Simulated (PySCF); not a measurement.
F2Si, charge +1, doublet, at a GFN2-xTB geometry (a state made from the parent by changing its charge; the spin is typed, not shown lowest). Base run: CCSD(T)/6-31G in PySCF.

PySCF was given this input:
```python
from pyscf import gto, scf, cc

mol = gto.M(
    atom='''
F    -1.315517   -0.404628    0.010450
Si   -0.017402    0.449927    0.037357
F     1.342587   -0.295259   -0.068561
''',
    basis='6-31g',
    charge=1,
    spin=1,
    verbose=4,
)

mf = scf.UHF(mol)
mf.kernel()

mycc = cc.CCSD(mf)
mycc.kernel()
et = mycc.ccsd_t()
print('E(CCSD(T)) = %.10f' % (mycc.e_tot + et))
```

Each row names what was changed in the base input (with any setting that the change needs).

| change | ΔE vs base (kcal/mol) | MP2 correlation (Eh) | CC correlation without the perturbative part (Eh) | basis functions |
|---|---|---|---|---|
| base | 0.000 | -0.29600 | -0.29267 | 31 |
| cc.iterative_damping = 0.8 | 0.000 | -0.29600 | -0.29267 | 31 |
| frozen = 8 | … | … | … | 31 |
| frozen = 7 | 3.69 | -0.28982 | -0.28692 | 31 |
| cc.conv_tol = 1e-5 | 0.000 | -0.29600 | -0.29267 | 31 |
| method = cisd | … | - | - | 31 |
| cc.conv_tol = 1e-9 | 0.000 | -0.29600 | -0.29267 | 31 |
| cc.diis_space = 3 | 0.000 | -0.29600 | -0.29267 | 31 |
| frozen = 6 | 3.42 | -0.29023 | -0.28734 | 31 |
| density fitting = JK and correlation | 0.033 | -0.29600 | -0.29267 | 31 |

Task: What belongs in the gaps?

Result: 
- frozen = 8, ΔE vs base (kcal/mol): 29.08
- frozen = 8, MP2 correlation (Eh): -0.24839
- frozen = 8, CC correlation without the perturbative part (Eh): -0.24686
- method = cisd, ΔE vs base (kcal/mol): 17.54

Open shells are given as the SCF converged; they aren't shown to be the lowest states, and a large step between rows can be another state.
